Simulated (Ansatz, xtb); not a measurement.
Group exchange: HOI + CH3FO → H2O2 + CH2FI

Species: HOI (hypoiodous acid) `OI`, singlet; CH3FO `OCF`, singlet; H2O2 (hydrogen peroxide) `OO`, singlet; CH2FI `FCI`, singlet. The partners trade I for OH: O–I and C–OH bonds give way to O–OH and C–I.

Shapes, held fixed at every level: PBE0-D4/def2-TZVP. Flexible molecules stand in one conformer, not always the lowest. Programs: Ansatz 0.2.0, xtb 6.7.1. The zero-point and thermal change to 298 K, harmonic and unscaled (PBE0-D4/def2-TZVP), is -1.9 kJ/mol.

**Question.** Estimate ΔH(298 K) of this reaction.

**Answer.** The highest level, CCSD(T)/def2-TZVPP, gives ΔH(298 K) = +191.7 kJ/mol; the levels span +180.9 to +240.9. The column of differences is taken from that level and isn't an error. No measured value is set beside it here. For atoms past krypton def2 sets carry core potentials with scalar relativity. Correlated rows may include outer-core shells of I, which these sets cover unevenly.

| level | kind | ΔH(298 K) (kJ/mol) | less CCSD(T)/def2-TZVPP |
| --- | --- | --- | --- |
| GFN1-xTB | semi-empirical | +240.9 | +49.2 |
| HF/def2-SVP | Hartree–Fock | +206.8 | +15.1 |
| HF/def2-TZVPP | Hartree–Fock | +211.9 | +20.2 |
| PBE-D4/def2-TZVPP | GGA | +180.9 | -10.8 |
| wB97M-V/def2-TZVPP | range-separated hybrid | +193.7 | +2.0 |
| MP2/def2-TZVPP | perturbation theory | +198.4 | +6.7 |
| CCSD(T)/def2-SVP | coupled cluster or CI | +185.3 | -6.4 |
| CCSD(T)/def2-TZVPP | coupled cluster or CI | +191.7 | 0.0 |
